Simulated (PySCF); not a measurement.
Species: C3H12AsGa.
Cartesian coordinates in Å at the PBE0-D3(BJ)/def2-SVP level; atoms count from 1:
```xyz
17
C3H12AsGa angstrom
C      2.3533    0.2349   -0.0681
C      1.2958   -0.7549    0.4064
Ga    -0.4426   -0.7019   -0.5701
C     -2.0613   -1.4967    0.2638
As    -0.9906    1.9141   -0.1173
H      2.0362    1.2823    0.0805
H      2.5619    0.1227   -1.1445
H      3.3142    0.1217    0.4630
H      1.1036   -0.6356    1.4870
H      1.6737   -1.7877    0.2927
H     -0.4068   -0.5252   -2.1484
H     -1.9979   -2.5952    0.1845
H     -2.9899   -1.1885   -0.2406
H     -2.1461   -1.2540    1.3348
H     -0.8350    2.5156    1.2645
H     -0.2534    3.0091   -0.8575
H     -2.3827    2.4523   -0.3731
```

Level of theory: PySCF 2.14.0, density-fitted response routines, TDDFT CAM-B3LYP/def2-SVPD, vertical, gas phase, core orbitals frozen in the response. The CAM-B3LYP/def2-SVPD calculation is non-relativistic and has no spin–orbit coupling, an omission that weighs most on arsenic and gallium.

Kohn–Sham orbitals with the atoms that hold most of them (Löwdin shares over 4%, at most four atoms; ? is withheld):

```json
{"orbital": "LUMO+2", "ε (eV)": "0.94", "atoms": "As5 42%, H17 18%, H16 8%, H15 6%"}
{"orbital": "LUMO+1", "ε (eV)": "0.81", "atoms": "Ga3 31%, As5 27%, H15 12%, H11 5%"}
{"orbital": "LUMO", "ε (eV)": "?", "atoms": "As5 30%, Ga3 16%, H16 14%, H15 13%"}
{"orbital": "HOMO", "ε (eV)": "-8.20", "atoms": "?"}
{"orbital": "HOMO-1", "ε (eV)": "-8.74", "atoms": "?"}
{"orbital": "HOMO-2", "ε (eV)": "-9.60", "atoms": "As5 43%, Ga3 14%, C4 8%, H16 6%"}
{"orbital": "HOMO-3", "ε (eV)": "-10.74", "atoms": "C2 27%, C1 25%, H9 12%, H10 11%"}
```

(1) Give the leading atoms of the HOMO-1.

(2) Which atoms hold the HOMO, and with what shares?

(3) What is the LUMO energy, and the HOMO–LUMO gap?

Results:

(1) Ga3 (bonded to As, 2 C and H) 29%; C4 (bonded to Ga and 3 H) 27%; H11 (bonded to Ga) 26%; H14 (bonded to C) 5%. By element: hydrogen 30% or more, gallium 29%, carbon 27% or more.

(2) C2 (bonded to C, Ga and 2 H) 35%; Ga3 (bonded to As, 2 C and H) 20%; C4 (bonded to Ga and 3 H) 11%; C1 (bonded to C and 3 H) 10%. By element: carbon 56%, gallium 20%.

(3) ε(LUMO) = 0.49 eV; the gap is 8.69 eV (0.3193 hartree).

The HOMO–LUMO gap is 8.69 eV. Where does the response calculation put the lowest singlet, and from which orbitals?

S1 is at 6.01 eV (f = 0.0011), 2.68 eV below the gap, made of HOMO→LUMO (41%), HOMO→LUMO+1 (40%), HOMO→LUMO+3 (10%). 

Next come S2 at 6.29 eV (f 0.033), HOMO→LUMO+1 (41%), HOMO→LUMO (38%), HOMO→LUMO+2 (15%); S3 at 6.43 eV (f 0.0083), HOMO→LUMO+2 (38%), HOMO-1→LUMO (26%), HOMO-1→LUMO+1 (15%); S4 at 6.44 eV (f 0.031), HOMO→LUMO+2 (41%), HOMO-1→LUMO+1 (29%), HOMO-1→LUMO (14%); S5 at 6.76 eV (f 0.0026), HOMO→LUMO+3 (78%).

One conformer stands for the species.
